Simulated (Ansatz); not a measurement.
HfCl3, SMILES [Cl][Hf]([Cl])[Cl] (connectivity only; charge and spin as stated), neutral, multiplicity 2.

Coordinates come from a PBE0-D3(BJ)/def2-SVP optimisation. The spin state was assumed, not searched. The isomer is the one that the SMILES or the coordinates give; other isomers of the formula were not compared. The def2 effective core potentials stand for the cores of Hf; spin–orbit coupling is left out.

Two levels are set side by side: PBE/def2-SVPD (Ansatz, an electronic-structure program) and CAM-B3LYP/def2-SVPD (Ansatz). Energy differences of separate SCF runs at the same geometry; the states with an electron removed or added have multiplicity 1 and 1. Differences are taken from unrounded values.

| quantity | CAM-B3LYP | PBE | PBE minus CAM-B3LYP |
|---|---|---|---|
| vertical ionisation energy (eV) | 8.31 | 7.96 | -0.35 |
| vertical electron affinity (eV) | 1.29 | 1.25 | -0.04 |
